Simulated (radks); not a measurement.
Fractional charge and spin in the 3d shell of germanium: the spin-up occupation runs from 4 to 5 and the spin-down occupation from 4 to 5; the fullest corner is Ge2+, [Ar] 4s2 3d(up 5, down 5). Calculated with a radial shooting solver on a logarithmic mesh with Libxc functionals: scalar-relativistic Kohn-Sham, r2SCAN, spin-polarised, spherical densities, finite nucleus; meta-GGA in the generalised Kohn-Sham scheme; Fermi nuclear charge, rms radius of each element as measured or else 0.836 A^(1/3) + 0.57 fm. Energy (eV) minus the two flat planes that join the four corners (they meet along the diagonal where the two added fractions sum to one electron); zero is where a piecewise linear energy would lie.

\begin{tabular}{lrrrrr}
down \ up & 4 & 4.25 & 4.5 & 4.75 & 5 \\ \hline
4 & 0.000 & -2.378 & -3.149 & -2.345 & 0.000 \\
4.25 & -2.378 & -3.031 & -2.114 & 0.341 & -2.146 \\
4.5 & -3.149 & -2.114 & 0.454 & -1.923 & -2.836 \\
4.75 & -2.345 & 0.341 & -1.923 & -2.727 & -2.108 \\
5 & 0.000 & -2.146 & -2.836 & -2.108 & 0.000 \\
\end{tabular}

Corners above the fullest one (they belong to Ge3+ and the next ion): (up 5, down 4) 61.131 eV, (up 4, down 5) 61.131 eV, (up 4, down 4) 148.04 eV. With half an added electron in each spin the energy lies 0.454 eV from the planes, and with half an added electron in spin up alone -3.149 eV. The planes are only a guide here: the flat-plane condition holds for ground states with one frontier orbital, while this shell lies below other occupied shells, so the corners above the fullest one are inner-hole states and not the ground states of those ions.
